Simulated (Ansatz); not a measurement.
Results of the Gaussian-basis code of Ansatz.

A structure relaxed at PBE0-D4/def2-TZVP, charge 0, multiplicity 1:

```json
{"atom": "C1", "x (Å)": "0.4784", "y (Å)": "0.1802", "z (Å)": "-1.1378"}
{"atom": "Ge2", "x (Å)": "0.2778", "y (Å)": "1.1760", "z (Å)": "0.5868"}
{"atom": "N3", "x (Å)": "-0.5792", "y (Å)": "-0.1680", "z (Å)": "1.4635"}
{"atom": "H4", "x (Å)": "0.9338", "y (Å)": "-0.8004", "z (Å)": "-0.9705"}
{"atom": "H5", "x (Å)": "1.0906", "y (Å)": "0.7334", "z (Å)": "-1.8516"}
{"atom": "H6", "x (Å)": "-0.5092", "y (Å)": "0.0228", "z (Å)": "-1.5839"}
{"atom": "H7", "x (Å)": "-0.8880", "y (Å)": "-0.0717", "z (Å)": "2.4173"}
{"atom": "H8", "x (Å)": "-0.8043", "y (Å)": "-1.0723", "z (Å)": "1.0762"}
```

Question: Give its formula and SMILES.

Answer: CH5GeN, `[CH3][Ge][NH2]`.

Question: Summarise the bond lengths by kind.

Answer: 1 × C–Ge 2.001 Å; 3 × C–H 1.091 to 1.095 Å; 1 × Ge–N 1.819 Å; 2 × H–N 1.007 to 1.009 Å.
